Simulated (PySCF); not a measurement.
This PySCF input asks for the NMR shieldings of SMILES C(OC)[SiH2][SiH2]N([SiH3])[SiH3], C2H15NOSi4; the geometry comes from GFN2-xTB.

```python
import basis_set_exchange as bse
import numpy as np
from pyscf import gto, dft
from pyscf.prop import nmr

atoms = """
C     3.231111   -2.068015    0.678127
O     2.350215   -1.118443    0.140984
C     1.927683   -1.407318   -1.181319
Si    0.631225   -0.042429   -1.516024
Si   -0.329721    0.229194    0.564059
N    -1.848548    1.103128    0.397216
Si   -3.356618    0.398868    0.905197
Si   -1.766394    2.792061   -0.006137
H     3.476913   -1.739245    1.686167
H     4.148870   -2.139672    0.080943
H     2.763419   -3.060093    0.720737
H     2.785547   -1.391248   -1.864245
H     1.502454   -2.418777   -1.226117
H    -0.177374   -0.508135   -2.660147
H     1.377026    1.104525   -2.064456
H    -0.685136   -1.033982    1.227972
H     0.489986    0.983904    1.525419
H    -4.424739    0.997394    0.107192
H    -3.279842   -1.038405    0.649050
H    -3.590442    0.649983    2.331525
H    -3.079120    3.206663   -0.493676
H    -1.403219    3.584859    1.173626
H    -0.748050    2.942168   -1.048140
"""
names = dict.fromkeys(["C", "O", "Si", "N", "H"], "pcSseg-1")
basis = {el: gto.basis.parse(bse.get_basis(n, elements=[el], fmt="nwchem")) for el, n in names.items()}
mol = gto.M(atom=atoms, basis=basis, charge=0, verbose=0)
mf = dft.RKS(mol, xc="PBE0")
mf.grids.level = 2
mf.grids.alignment = dft.numint.BLKSIZE   # the property module wants whole blocks of grid points
mf.conv_tol = 1e-9
mf.kernel()

calc = nmr.RKS(mf)   # GIAO
C = mf.mo_coeff
Co = C[:, mf.mo_occ > 0]
resp = mf.gen_response(singlet=True, hermi=2)
def vind(x):   # induced exchange potential for any number of trial vectors
    d = np.einsum("pi,xij,qj->xpq", C, 2 * x.reshape(-1, C.shape[1], Co.shape[1]), Co, optimize=True)
    return np.einsum("xpq,pi,qj->xij", resp(d - d.transpose(0, 2, 1)), C, Co, optimize=True).ravel()
mo1, _ = nmr.rhf.solve_mo1(calc, with_cphf=vind)
sigma = calc.kernel(mo1)
for i, s in enumerate(sigma):   # ppm
    print("%2d %-2s %9.2f" % (i, mol.atom_pure_symbol(i), np.trace(s) / 3))
```

Problem. Give the expected output.

Solution. 
```
 0 C     121.47
 1 O     321.17
 2 C     122.67
 3 Si    426.86
 4 Si    384.92
 5 N     282.88
 6 Si    390.99
 7 Si    396.59
 8 H      27.92
 9 H      28.44
10 H      28.54
11 H      28.14
12 H      28.54
13 H      27.76
14 H      27.32
15 H      26.63
16 H      26.52
17 H      26.98
18 H      26.93
19 H      26.95
20 H      27.04
21 H      26.98
22 H      27.01
```

These numbers come from an equivalent density-fitted implementation of the same equations, which agrees with the script to about 0.01 ppm for H and up to a few tenths of a ppm for heavy atoms, so last digits may differ.

Problem. Turn these shieldings into chemical shifts. Scale: TMS for 13C (186.93 ppm), 29Si (349.16 ppm), 1H (31.72 ppm); H2O for 17O (336.08 ppm); 15N (267.73 ppm) against NH3 (reference shieldings calculated alike).

Solution. Averaging equivalent atoms: C 0: 65.5; C 2: 64.3; O 1: 14.9; Si 4: -35.8; Si 6/7: -44.6; Si 3: -77.7; N 5: -15.1; H 15/16: 5.14; H 17/18/19/20/21/22: 4.74; H 13/14: 4.17; H 8/9/10: 3.42; H 11/12: 3.38 ppm. Experimental scales use liquid or dissolved standards, which lie at an offset from isolated NH3 (liquid NH3: subtract about 20 ppm) and H2O (liquid H2O: subtract about 36 ppm).

Size and cost of the density-fitted run: 239 basis functions, 110 s wall time on 1 thread of an Arm Neoverse N1, shared host; peak memory 1.1 GiB.
